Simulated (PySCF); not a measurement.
A GIAO shielding run with PySCF 2.14.0 with density-fitted response routines (density fitting, non-relativistic, gas phase) on SMILES [Si@H](OCC)(O)[SiH2][SiH3], C2H12O2Si3:

```
$ OMP_NUM_THREADS=1 python probes_run.py task.json out

{"job": {"kind": "nmr", "xc": "PBE0", "basis": "pcSseg-1"}, "charge": 0, "multiplicity": 1}
C     -2.890342     0.422117    -0.122903
C     -2.240603    -0.952830    -0.076298
O     -1.234025    -1.050867     0.883211
Si     0.097813    -0.122606     1.037795
O      1.067524    -0.974299     2.025566
Si     1.306024     0.100794    -0.903998
Si     3.500291     0.789039    -0.671664
H     -3.725057     0.412936    -0.818361
H     -2.165550     1.165149    -0.446075
H     -3.253390     0.695435     0.864451
H     -2.987961    -1.712773     0.177788
H     -1.820849    -1.191783    -1.062545
H     -0.305768     1.112945     1.732194
H      0.691675    -1.484568     2.738435
H      1.256120    -1.140361    -1.707776
H      0.581395     1.036858    -1.796573
H      3.823715     1.192988     0.699979
H      4.480066    -0.236763    -1.043037
H      3.809120     1.947840    -1.517650
```

Hardware: 1 thread of an Arm Neoverse V1, shared host. The job also computes population analyses, field gradients.

Problem. How large is the calculation?

Solution. 82 electrons, 200 basis functions and 1111 auxiliary functions.

Problem. How long does it take, and how much memory does it need?

Solution. 38 s of wall time, with 14 SCF cycles and 4 response iterations; peak memory 0.91 GiB. Times on a shared host scatter by some tens of per cent.
